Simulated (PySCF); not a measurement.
C2H7InO, SMILES [CH2](C)[InH][OH] at its B3LYP/def2-SVP optimised geometry (Å):

```
11

In     1.0051    -0.1017     0.0000
H      2.7335    -0.1017     0.0000
C     -0.5593     1.4379     0.0000
C     -1.9908     0.8965    -0.0161
H     -0.3621     2.0813    -0.8739
H     -0.3765     2.0653     0.8885
H     -2.2056     0.2662     0.8627
H     -2.1926     0.2845    -0.9109
H     -2.7335     1.7144    -0.0131
O      0.3309    -2.0116    -0.0005
H     -0.6335    -2.0813     0.0000
```

Computed with B3LYP/def2-TZVP, def2 effective core potentials past Kr in PySCF. The core electrons that the potentials of In replace are not part of the density.

Map of the electron localisation function on the plane z = 0.8 Å:

```
|                             |
|                             |
|                             |
|                             |
|            ..               |
|           :+*+:             |
|    .--    *%@@*.            |
|   .+%%=  .#@@@%-            |
|   :#@@#: .%@@@%:            |
|   :#%%#-.:*@@@*:            |
|   .-+++=-:=#%#=:....:--.    |
|    .:=**+--=**=-:::-+%%#:   |
|     :*@@%=:-++-::::+%@@@#   |
|     +@@@@*..--.::::+@@@@@:  |
|    .#@@@@*  :::-=:.+@@@@@-  |
|    .*@@@@-  ...--:.+@@@@@-  |
|     :#%%=   ......:+@@@@%.  |
|      .:.    .--....-#@@@=   |
|           .:-+*+:.  :+*=    |
|          .-==*%#+.    .     |
|          -=++#%%*:          |
|          :--=*##*-          |
|           ..:=**+:          |
|              :==-.          |
|               ...           |
|                             |
|                             |
|                             |
|                             |
```
Scale: ten equal steps from 0.000 (start of ' ') to 0.999 (end of '@'), in the order ' .:-=+*#%@'; x runs from -5.00 to 5.00, y from -5.00 (bottom) to 5.00 (top).
